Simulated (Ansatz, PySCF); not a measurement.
BeH₂. Atoms are numbered in the order given.

```xyz
3

Be     0.0000     0.0000     0.0000
H      0.0000     0.0000    -1.3413
H      0.0000     0.0000     1.3413
```
Charge 0, spin multiplicity 1.

Geometry: PBE-D3(BJ)/def2-TZVPD. The isomer is the one that the SMILES or the coordinates give; other isomers of the formula were not compared.

Vertical ionisation energy (IE) and electron affinity (EA) in eV. Rows of orbital energies are one-electron estimates. Where ΔSCF, EOM or ADC give a negative EA the extra electron is unbound and the value depends on the basis.

```json
[
 {"level": "−ε(HOMO), −ε(LUMO), PBE0/def2-TZVPD (PySCF)", "IE": "8.81", "EA": "0.86"},
 {"level": "−ε(HOMO), −ε(LUMO), B3LYP/def2-TZVPD (PySCF)", "IE": "8.64", "EA": "1.11"},
 {"level": "−ε(HOMO), −ε(LUMO), PBE/def2-TZVPD (PySCF)", "IE": "7.47", "EA": "1.64"},
 {"level": "ΔSCF, PBE0/def2-TZVPD (Ansatz), final states of multiplicity 2 and 2", "IE": "?", "EA": "?"},
 {"level": "ΔSCF, PBE/def2-TZVPD (Ansatz), final states of multiplicity 2 and 2", "IE": "11.59", "EA": "-0.38"}
]
```

Task: Some entries are withheld; supply them. (Estimate from the structure and the level; the computed values follow.)

Result: 
- ΔSCF, PBE0/def2-TZVPD (Ansatz, a first-principles code), final states of multiplicity 2 and 2, IE: 11.76
- ΔSCF, PBE0/def2-TZVPD (Ansatz), final states of multiplicity 2 and 2, EA: -0.46

Task: What vertical singlet–triplet gap does ΔSCF give with PBE0/def2-TZVPD (Ansatz) and with PBE/def2-TZVPD (Ansatz)? (An estimate is asked for; the answer gives what the named calculation found.)

Result: 5.71 and 5.44 eV (triplet above singlet where positive).
